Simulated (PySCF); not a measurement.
# What a mistake does to a calculation on C2GeH7Si cation

All numbers below are calculated, not measured. The program is PySCF 2.14.0, an open-source quantum chemistry code, run on an isolated molecule that a program drew, which may never have been made. The molecule is C2GeH7Si cation (charge +1, singlet), drawn as the SMILES string `C[SiH]=[CH][GeH2+]`.

Each row is a Hartree-Fock (HF) and frozen-core CCSD(T) single point in the cc-pV(D+d)Z basis, meant for a local HF minimum. Run 1 is clean. Each other run has one planted mistake out of seven kinds, and not every kind appears here: one electron removed, one electron added, multiplicity raised by two, geometry at a saddle point, minimal basis STO-3G, one bond length entered in bohr, all coordinates scaled. The reference is restricted for singlets and unrestricted otherwise, and also for a bond in bohr. Adding or removing an electron swaps singlet and doublet. Electrons count all cores. HOMO and LUMO are orbital energies over both spins, the gradient is its largest component, and the lowest frequency (negative if imaginary) is given only where the gradient is small. Bond lengths are over the 10 bonds as drawn. T1 is the CCSD diagnostic: over 0.02 (restricted) or 0.045 (unrestricted) a single reference is doubtful. Germanium has the cc-pVDZ-PP basis, with a core potential (ECP10MDF) in place of its 10 inner electrons, and its 3s, 3p and 3d shells are frozen in CCSD(T).

Geometry of the clean run:
```xyz
11
C2GeH7Si cation, angstrom
C     0.3591    1.3342    0.6389
Si   -0.9869    2.1655   -0.3075
C    -1.8211    1.5245   -1.6983
Ge   -1.5399   -0.0770   -2.4941
H     0.6220    0.3499    0.2527
H     1.2487    1.9716    0.6259
H     0.0504    1.2363    1.6842
H    -1.3785    3.4932    0.1724
H    -2.5950    2.1432   -2.1447
H    -0.4943   -1.0449   -1.9830
H    -2.3352   -0.5169   -3.7011
```

| run | electrons | basis functions | <S^2> | HOMO (eV) | LUMO (eV) | gradient (hartree/bohr) | lowest frequency (cm^-1) | mean bond (Å) | longest bond (Å) | T1 | HF (hartree) | CCSD(T) (hartree) | mistake |
|---|---|---|---|---|---|---|---|---|---|---|---|---|---|
| 1 | 64 | 109 | 0.000 | -14.38 | -4.38 | 1.5e-05 | 110 | 1.4252 | 1.844 | 0.0128 | -661.84938 | -662.36991 | no fault |
| 2 | 63 | 109 | 0.756 | -22.60 | -11.83 | 6.7e-02 | - | 1.4252 | 1.844 | 0.0120 | -661.37779 | -661.84825 | one electron removed |
| 3 | 64 | 109 | 0.000 | -13.91 | -4.48 | 3.0e-02 | - | 1.4894 | 1.927 | 0.0144 | -661.82949 | -662.36072 | all coordinates scaled |
| 4 | 64 | 109 | 2.020 | -11.17 | -5.99 | 7.9e-02 | - | 1.4252 | 1.844 | 0.0205 | -661.76408 | -662.25708 | multiplicity raised by two |
| 5 | 64 | 109 | 0.713 | -14.38 | -4.66 | 2.0e-02 | - | 1.5226 | 2.068 | 0.0560 | -661.72104 | -662.23881 | one bond length entered in bohr |
| 6 | 65 | 109 | 1.001 | -6.05 | 2.11 | 2.4e-02 | - | 1.4252 | 1.844 | 0.0293 | -662.04113 | -662.57705 | ? |

**Which mistake was planted in run 6, and what did it cost?**

It counts 65 electrons, one more than the clean run, at the same geometry and basis. So the mistake is: one electron added. Subtracting run 1 and multiplying by 627.51 kcal/mol a hartree, the energy moved by -120.3 kcal/mol in HF and -130.0 kcal/mol in CCSD(T).

Cautions from the logs. Run 5: T1 is over the limit, so its CCSD(T) energy is less reliable.
